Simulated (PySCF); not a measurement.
Predicted microwave data (PBE0/def2-SVPD in PySCF (dipole) on a GFN2-xTB geometry, gas phase) for one isomer of C7H7Cl:

* Rotational constants: A = 6036, B = 485.3, C = 460.7 MHz
* Dipole components: |μa| = 0.82 D, |μb| = 1.20 D, |μc| = 0.31 D
* Inertial defect: -28.14 u·Å²
* κ: -0.99

**Question.** Which candidate fits, each taken in the one conformer that was computed?
A. `[CH:1]#[C:2]/[CH:3]=[CH:4]/[CH2:5]/[CH:6]=[CH:7]/[Cl:8]` with C3–C4–C5–C6 -117°, C4–C5–C6–C7 -116°
B. `C1(=C)C(=C)C(=C1Cl)C`

**Answer.** A. It is C#C/C=C/C/C=C/Cl, a near-prolate asymmetric top, point group C1. The candidates at the same level (rigid rotor, commonest isotopes):

```tsv
SMILES	A (MHz)	B (MHz)	C (MHz)	μa (D)	μb (D)	μc (D)	Δ (u·Å²)	point group	rotor
C#C/C=C/C/C=C/Cl	6036	485.3	460.7	0.82	1.20	0.31	-28.14	C1	near-prolate asymmetric top
C=C1C(=C)C(Cl)=C1C	2369	1498	923.0	0.88	1.09	0.00	-3.12	Cs	asymmetric top
```

`C=C1C(=C)C(Cl)=C1C` has B 209 % too high. No structure here is proved a minimum.
